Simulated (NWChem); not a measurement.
Molecule: BH2OCl; SMILES OBCl

Results from NWChem. Pople sets run with spherical d functions. Each level has its own optimisation; frequencies are unscaled. One conformer.

```csv
level,r B–H (Å),r B–Cl (Å),r B–O (Å),r H–O (Å),highest harmonic frequency (cm⁻¹),lowest (cm⁻¹),zero-point energy (kcal/mol),dipole (D)
Hartree-Fock/6-31G*,1.178,1.781,1.332,0.949,4084,412,19.3,1.21
B3LYP/3-21G,1.181,1.824,1.361,0.991,3547,368,17.7,1.98
Hartree-Fock/STO-3G,1.161,1.800,1.324,0.983,4310,423,21.2,1.85
PBE-D3(BJ)/def2-SVP,1.210,1.778,1.350,0.977,3697,376,17.6,1.41
```
